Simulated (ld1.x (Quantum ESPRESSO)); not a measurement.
## Zr: one change to a TM potential, before and after

ld1.x (Quantum ESPRESSO) 7.5 input, shortened:

```
&input
   title='Zr', zed=40., rel=1, dft='PBE', iswitch=3,
   config='[Kr] 4d2 5s1 5p0'
 /
 &inputp
   pseudotype=2, tm=.true., lloc=0,
   nlcc=.true., new_core_ps=.true., rcore=1.10
 /
3
5P  2  1   0.00   0.00  3.35  3.35  0.0
4D  3  2   2.00   0.00  1.85  1.85  0.0
5S  1  0   1.00   0.00  2.40  2.40  0.0
 &test
   configts(1)='4d2 5s1 5p0'
 /
```

Change: local potential the d channel.

Cutoffs: the cutoffs (Ry, on a coarse ladder) from which the occupation-weighted sum of valence levels, in a spherical-Bessel basis at the reference potential, stays within 10 and 1 mRy of its value at 400 Ry; they do not see the model core or the augmentation charge, which bear on the density cutoff. Errors are all-electron minus pseudo energies relative to the spin-unpolarised reference configuration.

Q: Predict the effect on cutoff, ghosts and configuration errors.

A: The potential gets neither clearly harder nor softer (30 Ry and 40 Ry → 30 Ry and 40 Ry); a bound ghost appears in p, s, which as a rule spoils a file; of the 7 tests that both files solve, the error grows in 1 and shrinks in 2 by more than 15 % and 0.3 meV (median size 16.3 → 13.5 meV); the range in which the d phases agree widens (upper end 0.2 → at the end of the scan). In the separable form a ghost depends on how the local part lies against the semilocal potential of the channel, so the choice of the local part can create or remove one.

```csv
quantity,base,changed
"cutoff, loose",30 Ry,30 Ry
"cutoff, tight",40 Ry,40 Ry
loose cutoff by channel (10 mRy a level),"d 30 Ry, s 10 Ry","s 10 Ry, d 25 Ry"
bound ghosts,none,"s, p"
"error for 4d2 5s2 5p0, meV [ΔE -7.14 eV]",-0.9,-1.9
"error for 4d2 5s0 5p0, meV [ΔE 12.94 eV]",-16,-13
"error for 4d1 5s0 5p0, meV [ΔE 35.57 eV]",-319,-272
"error for 4d2 5s1.5 5p0, meV [ΔE -4.26 eV]",-0.2,-0.4
"error for 4d2.5 5s1.5 5p0, meV [ΔE -6.62 eV]",-12,-10
"error for 4d1 5s2 5p1, meV [ΔE -4.13 eV]",-172,-179
"error for 4d1 5s2 5p0, meV [ΔE 0.53 eV]",-111,-127
s: phases at 3.64 bohr within 0.05 rad from the reference energy up to (Ry; the scan ends near 5),0.4,0.9
p: phases at 3.64 bohr within 0.05 rad from the reference energy up to (Ry; the scan ends near 5),1.6,1.7
d: phases at 3.64 bohr within 0.05 rad from the reference energy up to (Ry; the scan ends near 5),0.2,to the end of the scan
```

Changed file: These tests converged, but a pseudo level misses the all-electron one widely, so the file describes the atom poorly there or has found another state: 4d1 5s0 5p0: empty 5p by 5.5 eV. A true bound ghost makes a file unfit for plane-wave use even where its test errors are small: the radial tests pick states by their node count and pass the ghost by.
